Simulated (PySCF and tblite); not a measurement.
C5H10F2, numbered as in [CH3:1][C@H:2]([F:3])[CH2:4][C@H:5]([CH3:6])[F:7].

Free energies: PBE0-D3(BJ)/def2-TZVP on PBE0-D3(BJ)/def2-SVP structures plus GFN2-xTB thermal terms, symmetry and mirror images included. Conformers within 2.5 kcal/mol (GFN2-xTB free energy) were kept, 5 at most. Couplings: B3LYP/pcSseg-1 with pcJ-1 on H, F (gas phase; spin-dipole term only for pairs with B, N, F, Si or P). Couplings are for ¹⁹F, ¹H; a prime marks the second kind of pair between the same two sets of atoms. (PySCF 2.14, tblite 0.8.)

Torsions listed: F3–C2–C4–C5, C2–C4–C5–F7.

```json
{"conformer": "1", "shape": "62°, 62°", "weight %": "80.9"}
{"conformer": "2", "shape": "165°, 64°", "weight %": "16.4"}
{"conformer": "3", "shape": "178°, 179°", "weight %": "2.3"}
{"conformer": "4", "shape": "-59°, 151°", "weight %": "0.4"}
```

**Question.** Give the couplings in each conformer and the averages at 298.15 K (pairs that fast motion interchanges averaged).

**Answer.** 
```csv
coupling,pairs,1,2,3,4,average (Hz)
"³J(H1,F3)",6,23.0,24.6,23.4,23.6,23.2
"²J(H2,F3)",2,56.3,55.6,53.8,52.9,56.1
"³J(F3,H4)",2,36.8,22.3,9.2,3.6,33.6
"³J(F3,H4′)",2,11.6,14.5,9.1,32.6,12.1
"⁴J(F3,H5)",2,1.2,-0.6,-1.0,1.6,0.9
"⁵J(F3,H6)",6,0.5,1.3,0.2,0.6,0.6
"²J(H1,H1)",6,-14.2,-14.3,-14.4,-14.4,-14.2
"³J(H1,H2)",6,7.0,6.7,6.8,7.1,6.9
"³J(H2,H4)",2,1.4,6.6,12.3,8.8,2.5
"³J(H2,H4′)",2,11.9,7.3,5.0,1.5,10.9
"²J(H4,H4)",1,-15.8,-15.7,-13.6,-16.1,-15.8
```

Computed couplings to fluorine can be off by tens of per cent at such levels.

F–F couplings are left out: such levels miss them by tens of Hz and can give the wrong sign.
